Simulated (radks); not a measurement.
Task: Mg+, configuration [Ne] 3s1 (the NIST ground configuration). All-electron calculation, scalar-relativistic Kohn-Sham, PBE, spin-polarised, spherical densities, finite nucleus; open shells are filled with parallel spins first; Fermi nuclear charge, rms radius 3.057 fm. Program: a radial shooting solver on a logarithmic mesh with Libxc functionals. Some entries of the table are withheld. Estimate them.

| orbital | occ. | eigenvalue (hartree) | <r> (bohr) | <1/r> (bohr^-1) |
|---|---|---|---|---|
| 1s up | 1 | -46.62785 | 0.1306 | 11.63 |
| 1s down | 1 | -46.62517 | 0.1306 | 11.63 |
| 2s up | 1 | (1) | (2) | 2.101 |
| 2s down | 1 | (3) | (4) | 2.102 |
| 2p up | 3 | -2.04594 | (5) | 1.957 |
| 2p down | 3 | -2.03968 | (6) | 1.960 |
| 3s up | 1 | -0.43795 | 2.768 | 0.4805 |

Result: 
(1) 2s up eigenvalue (hartree): -3.26727
(2) 2s up <r> (bohr): 0.6969
(3) 2s down eigenvalue (hartree): -3.26152
(4) 2s down <r> (bohr): 0.6961
(5) 2p up <r> (bohr): 0.6887
(6) 2p down <r> (bohr): 0.6865
